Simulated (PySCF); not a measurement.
**Successive ionisation energies of neodymium**

Calculated with PySCF 2.14, two-component X2C-1e (Gaussian nucleus, no Breit or QED terms), each ion in its own even-tempered basis; GMP2 freezes the deep shells of the larger ions and drops the highest virtual spinors; eV.

```
  ion  configuration  GHF (spin-free)  GHF (screened spin-orbit)  GMP2 (screened spin-orbit)      NIST         kind
Nd³²⁺      [Ar] 3d10           2144.3                     2134.6                      2135.9  2134 ± 4  theoretical
Nd³³⁺       [Ar] 3d9           2233.1                     2224.8                      2226.2  2224 ± 5  theoretical
Nd³⁴⁺       [Ar] 3d8           2329.7                     2322.1                      2323.3  2321 ± 5  theoretical
Nd³⁵⁺       [Ar] 3d7           2427.9                     2425.8                      2426.3  2425 ± 5  theoretical
Nd³⁶⁺       [Ar] 3d6           2521.0                     2525.5                      2525.8  2525 ± 5  theoretical
Nd³⁷⁺       [Ar] 3d5           2652.8                     2628.6                      2627.9  2627 ± 4  theoretical
Nd³⁸⁺       [Ar] 3d4           2749.6                     2758.3                      2759.2  2758 ± 4  theoretical
Nd³⁹⁺       [Ar] 3d3           2854.9                     2861.7                      2862.4  2861 ± 4  theoretical
Nd⁴⁰⁺       [Ar] 3d2           2961.1                     2974.4                      2974.2  2974 ± 4  theoretical
Nd⁴¹⁺       [Ar] 3d1           3062.8                     3079.7                      3079.3  3078 ± 4  theoretical
Nd⁴²⁺           [Ar]           3413.2                     3373.3                      3374.2  3371 ± 4  theoretical
Nd⁴³⁺   [Ne] 3s2 3p5           3503.6                     3466.3                      3467.4  3465 ± 4  theoretical
```
